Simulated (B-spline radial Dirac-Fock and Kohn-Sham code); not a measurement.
## Photoemission from I³⁺ at 1690 eV, detector at θ = 45°, φ = 0°

System: I³⁺, configuration [Kr] 4d10 5s2 5p2. Calculated with an atomic code on a B-spline grid, using Dirac-Hartree-Slater photoionisation with a Latter tail; cross sections with all multipoles, angular parameters from the dipole term and its interference with E2. Thresholds are orbital energies of the model. For linearly polarised light dσ/dΩ = σ/(4π) [1 + β P₂(cos θ) + (δ + γ cos²θ) sin θ cos φ], with θ from the polarisation vector and φ the angle between the beam and the projection of the electron momentum on the plane normal to the polarisation. The dipole factor is 1 + βP₂ and the non-dipole term is the rest of the bracket. Open shells are filled statistically over j.

Input of the calculation (task.json; shells as n, l, electrons):

```json
{"items": [{
  "Z": 53,
  "q": 3,
  "cfg": [[1, 0, 2], [2, 0, 2], [2, 1, 6], [3, 0, 2], [3, 1, 6], [3, 2, 10], [4, 0, 2], [4, 1, 6], [4, 2, 10], [5, 0, 2], [5, 1, 2]],
  "A": 127,
  "rrms": 4.75,
  "do": "xps",
  "hv": [80, 144.0, 150, 184.0, 199.0, 300, 319.0, 400, 505.0, 603.0, 611.0, 783.0, 846.0, 1200.0, 1240.0, 1253.6, 1690.0, 2000, 2970.0, 2980.0, 3500.0, 3550.0, 3620.0, 4060.0, 4230.0, 4300.0, 5414.7, 10500.0, 11000.0, 12000]
}]}
```

Run with: `python xray2_run.py task.json out`

```tsv
subshell	threshold (eV)	σ (kb)	β	γ	δ	dipole factor	non-dipole term	dσ/dΩ (kb/sr)
3s	1089.7	40.3	1.98	0.40	0.000	1.496	+0.140	5.25
3p1/2	961.5	57.0	1.53	0.05	0.007	1.382	+0.024	6.38
3p3/2	903.8	117	1.56	0.01	0.006	1.389	+0.008	13.0
3d3/2	675.5	131	1.22	0.16	0.052	1.304	+0.094	14.6
3d5/2	663.2	189	1.21	0.18	0.052	1.302	+0.099	21.0
4s	224.9	10.5	1.99	0.06	0.000	1.497	+0.021	1.27
4p1/2	179.3	12.1	1.69	-0.02	-0.001	1.422	-0.008	1.36
4p3/2	167.9	23.9	1.71	-0.02	0.002	1.428	-0.007	2.71
4d3/2	93.51	16.8	1.33	0.29	0.044	1.334	+0.133	1.96
4d5/2	91.64	24.1	1.31	0.30	0.045	1.327	+0.137	2.80
5s	51.10	1.81	1.99	0.03	0.000	1.497	+0.009	0.216
5p1/2	39.47	0.570	1.70	-0.01	-0.001	1.426	-0.006	0.0644
5p3/2	37.88	1.11	1.73	-0.02	0.002	1.432	-0.004	0.126
```
